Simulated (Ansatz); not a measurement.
This Ansatz (an electronic-structure program) input (CCSD(T)/def2-QZVP) gives -499.34078 Eh with 217 basis functions. A basis named .json is the Basis Set Exchange file of that set (core-valence sets with the plain set on hydrogen).

Ansatz 0.2 input:
```yaml
crystal:
  periodic: [false, false, false]
  atoms:
    - {symbol: F, position_ang: [1.05143407, -0.09994589, -0.03716250]}
    - {symbol: H, position_ang: [0.24329851, 0.37524470, 0.02036040]}
    - {symbol: S, position_ang: [-1.59778133, 1.65450835, 0.03265771]}
    - {symbol: H, position_ang: [-1.57790923, 1.84248008, -1.29761055]}
    - {symbol: H, position_ang: [-0.91205160, 2.78590905, 0.26728030]}
basis:
  gaussian:
    orbitals: def2-QZVP.json
magnetization: {spin_polarized: false}
correlation: {method: ccsd_t, electrons: outside_noble_gas}
```

Change:
```diff
- orbitals: def2-QZVP.json
+ orbitals: 6-31G__.json
```

**Question.** What does the run give now?

**Answer.** -499.04191 Eh (CCSD(T)/6-31G**, 49 functions), a change of +298.87 mEh.
